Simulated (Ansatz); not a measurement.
Consider the cleavage of the Si–Si bond: `N[SiH2][SiH](F)[SiH3]` + H₂S → `F[SiH]([SiH3])S` + `N[SiH3]`.

Calculated with Ansatz (gas phase, PBE0-D4/def2-TZVP geometries, no zero-point term in ΔE). CCSD(T)/CBS adds triple-zeta CCSD(T) − MP2 to the extrapolated MP2 energy (def2 sets, frozen cores). This one scheme is used for every species. Functionals use def2-TZVPP. One conformer a species, not always the lowest.

`N[SiH2][SiH](F)[SiH3]`:

Z-matrix (Å, degrees):
```
Si
Si 1 2.357
N 1 1.725 2 116.3
H 1 1.488 2 108.4 3 121.3
H 1 1.490 2 106.4 3 -121.0
Si 2 2.347 1 113.3 3 -179.0
F 2 1.619 1 109.2 3 -57.0
H 2 1.494 1 110.0 3 59.5
H 3 1.008 1 118.5 2 72.6
H 3 1.008 1 119.1 2 -66.2
H 6 1.489 2 108.0 1 -60.8
H 6 1.488 2 111.8 1 179.5
H 6 1.488 2 110.8 1 57.9
```

H₂S:

```xyz
3

S     0.099   -0.058   -0.609
H     0.349   -0.840    0.453
H    -0.448    0.898    0.156
```

`F[SiH]([SiH3])S`:

Z-matrix (Å, degrees):
```
Si
Si 1 2.338
S 1 2.124 2 110.4
F 1 1.604 2 108.5 3 122.6
H 1 1.483 2 114.8 3 -117.4
H 2 1.486 1 111.5 3 -172.7
H 2 1.488 1 108.5 3 -52.2
H 2 1.486 1 108.8 3 66.4
H 3 1.344 1 95.0 2 43.3
```

`N[SiH3]`:

```xyz
7

N    -0.056    0.769   -0.737
Si    0.102   -0.404    0.511
H    -0.931    1.253   -0.857
H     0.387    0.612   -1.628
H    -0.401    0.200    1.771
H    -0.642   -1.683    0.304
H     1.542   -0.746    0.636
```

CCSD(T)/CBS gives -77.1 kJ/mol.

(1) Another level gave -74.9 kJ/mol. Which?
A. B2PLYP/def2-TZVPP
B. PBE0/def2-TZVPP
C. r2SCAN-D4/def2-TZVPP
D. HF/def2-TZVPP

Largest T1 diagnostic among the species: 0.013.

## Answers

(1) C. r2SCAN-D4 -74.9, HF/def2-TZVPP -85.3, B2PLYP -79.3, PBE0 -70.8 kJ/mol.

From PBE to PBE0 (25 % exact exchange), in def2-TZVPP and without D4, ΔE moves by −4.6 kJ/mol.
